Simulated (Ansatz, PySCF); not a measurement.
CCl₂, SMILES Cl[C]Cl (connectivity only; charge and spin as stated), neutral, multiplicity 1.

Geometry: PBE0-D3(BJ)/def2-TZVP. The isomer is the one that the SMILES or the coordinates give; other isomers of the formula were not compared.

Vertical ionisation energy (IE) and electron affinity (EA) in eV. Rows of orbital energies are one-electron estimates. Where ΔSCF, EOM or ADC give a negative EA the extra electron is unbound and the value depends on the basis.

| level | IE | EA |
|---|---|---|
| −ε(HOMO), −ε(LUMO), PBE0/def2-TZVPD (PySCF) | 7.55 | 3.40 |
| −ε(HOMO), −ε(LUMO), PBE/def2-TZVPD (PySCF) | 6.19 | 4.40 |
| ADC(2)/aug-cc-pVDZ (PySCF) | 9.50 | 1.66 |
| ΔSCF, PBE0/def2-TZVPD (Ansatz), final states of multiplicity 2 and 2 | 9.87 | 1.33 |
| ΔSCF, PBE/def2-TZVPD (Ansatz), final states of multiplicity 2 and 2 | 9.68 | 1.18 |

What vertical singlet–triplet gap does ΔSCF give with PBE0/def2-TZVPD (Ansatz, a quantum-chemistry and plane-wave program) and with PBE/def2-TZVPD (Ansatz)? (Estimate from the structure and the level; the computed values follow.)

0.93 and 1.11 eV (triplet above singlet where positive).

Beyond the first one, list the lowest photoelectron lines from ADC(2)/aug-cc-pVDZ (PySCF 2.14.0) with their pole strengths (two spins summed). (Estimate from the structure and the level; the computed values follow.)

11.50 eV (1.80), 12.19 eV (1.80), 14.02 eV (1.74), 14.13 eV (1.78), 15.61 eV (1.76).
